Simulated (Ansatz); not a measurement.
`F[SiH2][TeH]` + SiH₄ → `[SiH3][SiH2][TeH]` + H–F at 400 K and 1 bar (formal exchange of groups at the Si–F bond).

Gas-phase electronic energies from Ansatz, PBE0-D4/def2-TZVP geometries. CCSD(T)/CBS adds triple-zeta CCSD(T) − MP2 to the extrapolated MP2 energy (def2 sets, frozen cores). This one scheme is used for every species. def2 core potentials past Kr. For Te outer-core shells are correlated without core-valence functions, which leaves a few kJ/mol of doubt a bond.

```csv
species,CCSD(T)/CBS energy (Eh),H − E (kJ/mol),S (J/(mol·K))
`F[SiH2][TeH]`,-658.47489,95.0,340.0
SiH₄,-291.46306,96.9,218.6
`[SiH3][SiH2][TeH]`,-849.49595,160.5,401.4
H–F,-100.39570,36.5,182.2
```

H − E and S are ideal-gas, rigid-rotor, harmonic terms from PBE0-D4/def2-TZVP, for one conformer and one mirror image of each species. 1 Eh = 2625.50 kJ/mol, R = 8.31446 J/(mol·K).

Task: By hand: ΔE, ΔH, ΔS and ΔG.

Result: ΔE = (-849.49595) + (-100.39570) − (-658.47489) − (-291.46306) = 0.04630 Eh = 121.6 kJ/mol. Δ(H − E) = 160.5 + 36.5 − 95.0 − 96.9 = 5.1, so ΔH = 126.7 kJ/mol. ΔS = 401.4 + 182.2 − 340.0 − 218.6 = 25.0 J/(mol·K). ΔG = 126.7 − 400 × (25.0)/1000 = 116.7 kJ/mol.

Task: By hand: the equilibrium constant, and the temperature at which ΔG would vanish if ΔH and ΔS stayed fixed.

Result: log₁₀ K = −ΔG/(RT ln 10) = -15.2. ΔG = 0 at ΔH/ΔS = 5068 K, far beyond where these terms or the molecules hold.

ΔH outweighs TΔS. A doubt of 5 kJ/mol in ΔE shifts log₁₀ K by 0.7 here. Other conformers and mirror images would add mixing entropy, several J/(mol·K) or more a flexible species. Modes under 60 cm⁻¹, often nearly free rotors, make the harmonic entropy too high. These are equilibria of isolated gas molecules and say nothing of rates. Largest T1 diagnostic: 0.012 (customary marks: 0.02 for closed shells, 0.045 for open ones).
